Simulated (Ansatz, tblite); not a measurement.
Forces on the cluster HfO3⁻ at its r2SCAN-D4/def2-TZVPD geometry. Total charge -1; doublet.

In the def2 sets Hf takes a core potential; there is no spin–orbit coupling. The xTB rows come from tblite. The structure holds 1 bond(s) between oxygen atoms. At PBE-D4/def2-TZVPD the highest occupied level of the charge -1 doublet lies above zero (up to 0.33 eV). It is a level of α spin, whose loss leaves a singlet; that state wasn't run at this geometry and level. The electron is either unbound and held by the finite basis, or the level is raised by self-interaction error. No other spin state of charge -1 was run. Another isomer (doublet) lies 0.98 eV lower at PBE0-D4/def2-TZVPD; other spin states weren't run for this one.

GFN1-xTB (tblite), largest force 2.51 eV/Å:

```xyz
4
positions Å, forces eV/Å
Hf    0.451    0.525    0.455   -1.248   -1.625   -1.449
O    -1.068    0.938    1.347    0.421    0.461    0.391
O     0.167   -0.182   -1.396    0.707   -0.559    1.557
O     0.450   -1.282   -0.406    0.119    1.724   -0.499
```

GFN2-xTB (tblite), largest force 2.24 eV/Å:

```
Hf -1.703 -1.187 -0.832
O 1.143 0.046 -0.275
O 0.583 -0.607 1.613
O -0.023 1.748 -0.506
```

PBE-D4/def2-TZVPD (Ansatz), largest force 0.44 eV/Å:

```
Hf 0.368 0.205 0.122
O -0.317 0.069 0.167
O -0.064 0.012 -0.278
O 0.012 -0.285 -0.011
```
